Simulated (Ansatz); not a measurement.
`C[SiH](Cl)[SiH2]O` + `C=C[SiH2]N` → `C=C[SiH2]N[SiH2]O` + `C[SiH2]Cl`  (cleavage of the Si–Si bond)

Gas-phase electronic energies from Ansatz, PBE0-D4/def2-TZVP geometries. CCSD(T)/CBS is the MP2 limit (def2-TZVPP, def2-QZVPP) plus CCSD(T) − MP2 in def2-TZVPP, frozen cores. Functionals use def2-TZVPP. B3LYP here is the variant with VWN-RPA as its local correlation; programs differ in this. One conformer a species, not always the lowest.

```csv
level,ΔE (kcal/mol),difference from CCSD(T)/CBS
PBE-D4,-15.2,5.6
r2SCAN-D4,-19.1,1.7
PBE0-D4,-17.1,3.7
B3LYP-D4,-19.5,1.3
ωB97X-V,-19.7,1.1
ωB97M-V,-21.2,-0.4
B2PLYP,-20.7,0.1
PBE,-14.8,6.0
r2SCAN,-18.9,1.9
PBE0,-16.8,4.0
B3LYP,-18.9,1.9
HF/def2-TZVPP,-23.6,-2.8
MP2/def2-TZVPP,-22.8,-2.0
SCS-MP2/def2-TZVPP,-23.0,-2.2
CCSD/def2-TZVPP,-21.5,-0.7
CCSD(T)/def2-TZVPP,-21.2,-0.4
HF/def2-QZVPP,-23.9,-3.1
MP2/def2-QZVPP,-22.7,-1.9
SCS-MP2/def2-QZVPP,-22.8,-2.0
HF/CBS(def2),-24.0,-3.2
MP2/CBS(def2),-22.4,-1.6
CCSD/CBS(def2),-21.1,-0.3
CCSD(T)/CBS,-20.8,0
```

Largest T1 diagnostic among the species: 0.011.

In def2-TZVPP, CCSD(T) changes the Hartree–Fock value by +2.4 kcal/mol (the triples alone add +0.3 kcal/mol) and MP2 by +0.8 kcal/mol. From PBE to PBE0 (25 % exact exchange), in def2-TZVPP and without D4, ΔE moves by −2.0 kcal/mol.
